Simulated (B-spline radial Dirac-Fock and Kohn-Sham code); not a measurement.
Calculated with a B-spline atomic structure program, using Dirac-Fock energy differences between relaxed states, corrected for Breit and QED terms. Free neutral atoms.

Task: Order these X-ray lines by photon energy, lowest first.
A. Ge Lα2
B. W Mα1
C. Tl Mα1
D. Sr Lγ3
E. Cu Lβ3
F. W Mζ2

Result: E (1023.2 eV), A (1189.6 eV), F (1373.2 eV), B (1777.9 eV), D (2203.4 eV), C (2272.6 eV).
